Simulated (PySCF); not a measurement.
HAlClFO (SMILES [OH][Al]([F])[Cl]), singlet, geometry from GFN2-xTB (such geometries of metal compounds can be far from the true shape). Base run: B3LYP/cc-pVDZ, polarisability (PySCF).

Here is a job for PySCF.
```python
from pyscf import gto, scf, dft
from pyscf.prop import polarizability

mol = gto.Mole()
mol.atom = '''
    Al    0.16579462    0.13286109   -0.31624828
    F     1.80862672    0.25315445   -0.46576769
    Cl   -0.66711308   -0.57558256    1.37474260
    O    -0.76815810    0.60437132   -1.57810946
    H    -0.94678340    0.94434883   -2.44261155
'''
mol.basis = 'cc-pvdz'
mol.verbose = 4
mol.build()

mf = dft.RKS(mol)
mf.xc = 'b3lyp'
mf.kernel()
alpha = mf.Polarizability().polarizability()[2, 2]
print('alpha_zz =', alpha)
```

Task: The base was run again with changes. Order these runs by alpha_zz (bohr³), lowest first: functional = lda,vwn | basis = 6-31+G* | functional = hf | basis = def2-SVPD | basis = 6-31G | basis = STO-3G.

Result: basis = STO-3G (alpha_zz (bohr³) 21.56), functional = hf (alpha_zz (bohr³) 29.85), basis = 6-31G (alpha_zz (bohr³) 32.40), functional = lda,vwn (alpha_zz (bohr³) 36.88), basis = 6-31+G* (alpha_zz (bohr³) 37.38), basis = def2-SVPD (alpha_zz (bohr³) 42.80)

Finite-field rows take the second difference of the energy in a field along z; a small field with loose convergence shows SCF noise divided by the square of the field, and a large one adds hyperpolarisability.
